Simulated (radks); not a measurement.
Species: Hf3+. Configuration: [Xe] 4f14 5d1 (the NIST ground configuration). All-electron calculation, scalar-relativistic Kohn-Sham, PBE, spin-unpolarised, spherical densities, finite nucleus; Fermi nuclear charge, rms radius 5.347 fm. Program: a radial shooting solver on a logarithmic mesh with Libxc functionals. Some entries of the table are withheld. Estimate them.

orbital,occ.,eigenvalue (hartree),<r> (bohr),<r^2> (bohr^2)
1s,2,-2399.469,0.01899,0.0004952
2s,2,-411.2133,(1),0.007642
2p,6,-361.2711,0.07172,0.006284
3s,2,-94.47123,0.2087,0.04977
3p,6,-79.54434,0.2085,0.05041
3d,10,-61.85692,0.1890,0.04187
4s,2,-19.83384,0.4683,0.2476
4p,6,-14.93589,0.4977,0.2818
4d,10,(2),0.5352,0.3324
5s,2,-3.46322,1.130,1.436
5p,6,(3),1.323,1.980
4f,14,-1.62259,0.6733,0.5835
5d,1,-0.99689,1.939,4.355
6s,0,-0.95375,2.781,8.619
6p,0,-0.70922,3.346,12.48

Answer. 
(1) 2s <r> (bohr): 0.08038
(2) 4d eigenvalue (hartree): -8.60034
(3) 5p eigenvalue (hartree): -2.29729
